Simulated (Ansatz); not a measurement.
Basis-set extrapolation for C3H8O3Si, SMILES `CO[SiH2]OC(C)=O` (PBE0-D4/def2-TZVP geometry, frozen core, Ansatz 0.2.0). Multiplicity 1, RHF reference.

```
                      def2-TZVPP   def2-QZVPP
                 HF  -632.046629  -632.072465
    MP2 correlation    -1.316402    -1.414710
CCSD(T) correlation    -1.411946      not run
```

Energies in hartree. Use E(X) = E(∞) + A·exp(−7.88·√X) for Hartree–Fock and E(X) = E(∞) + B·X^(−2.97) for correlation, with X = 3 and 4, and add CCSD(T) minus MP2 of the smaller set to the MP2 limit.

Task: What is the CCSD(T) energy at the basis-set limit?

Result: HF limit: -632.072465 + (-0.025836) × 0.13774 = -632.07602. MP2 limit: -1.414710 + (-0.098308) × 0.74074 = -1.48753. Higher-order term: -1.411946 − (-1.316402) = -0.09554. Total: -633.65909 hartree, 526.5 kJ/mol below CCSD(T)/def2-TZVPP.
